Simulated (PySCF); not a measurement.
**Electronic absorption of C3H7ClP2Si**

Species: C₃H₇ClP₂Si.
InChI=1S/C3H7ClP2Si/c1-2-3-7(4,5)6/h1H,3,5-6H2

Level of theory: TDDFT PBE0/def2-SVPD, vertical, gas phase, core orbitals frozen in the response in PySCF 2.14.0, density-fitted response routines. Isolated species at its GFN2-xTB geometry (one conformer only). Torsions of this conformer, `[CH:1]#[C:2][CH2:3][Si:4]([PH2:5])([PH2:6])[Cl:7]`: C2–C3–Si4–P5 -160°, H–P5–Si4–C3 -176°, H–P5–Si4–C3 91°, H–P6–Si4–C3 39°, H–P6–Si4–C3 -53°.

```tsv
state	E (eV)	λ (nm)	f	|μ| (D)	main configurations (H = HOMO, L = LUMO)
S1	5.99	206.9	0.034	1.22	H→L (50%), H→L+1 (38%)
S2	6.11	202.8	0.012	0.73	H→L+1 (34%), H-1→L (29%), H→L (18%)
S3	6.25	198.4	0.097	2.03	H-1→L (44%), H→L+1 (20%), H→L (17%)
S4	6.36	194.8	0.013	0.74	H-1→L+1 (52%), H-1→L (13%), H-2→L (9%)
S5	6.43	192.8	0.0049	0.45	H-2→L (26%), H-3→L (17%), H-2→L+5 (11%)
S6	6.55	189.2	0.018	0.85	H→L+2 (27%), H-2→L (24%)
S7	6.61	187.5	0.015	0.76	H-3→L (20%), H-1→L+3 (17%), H→L+2 (16%)
S8	6.67	185.8	0.043	1.30	H→L+3 (30%), H-3→L (22%), H-3→L+1 (10%)
```

Triplets, Tamm–Dancoff:

```tsv
state	E (eV)	λ (nm)	main configurations (H = HOMO, L = LUMO)
T1	5.12	242.4	H→L (79%)
T2	5.27	235.4	H-1→L+5 (27%), H-1→L (22%)
T3	5.49	225.7	H-3→L (31%), H-2→L (13%), H→L+3 (12%)
```

The lowest singlet lies at 5.99 eV (207 nm, ultraviolet) and is of moderate strength; its leading configuration is HOMO→LUMO (50%). The strongest level in the table is S3 at 6.25 eV (198 nm, f = 0.097). Löwdin shares by element: HOMO phosphorus 64%, silicon 13%, chlorine 4% (atoms not listed hold the other 18%); LUMO phosphorus 52%, silicon 18%, hydrogen 6% or more (atoms not listed hold the other 24%). Orbital energies (eV): HOMO-3 -8.09, HOMO-2 -8.01, HOMO-1 -7.61, HOMO -7.52, LUMO -0.41, LUMO+1 -0.14, LUMO+2 0.18. Weighted by f, the mean energy of these states is 6.34 eV. The oscillator strengths of these states sum to 0.237; summed over the whole spectrum of an exact calculation they would give the number of electrons, 86 (Thomas–Reiche–Kuhn). Singlets were solved by full linear response, triplets in the Tamm–Dancoff approximation.

On one thread, Arm Neoverse V1 (aarch64), on a shared host, this took 56 s wall and 0.86 GiB of memory at its peak.
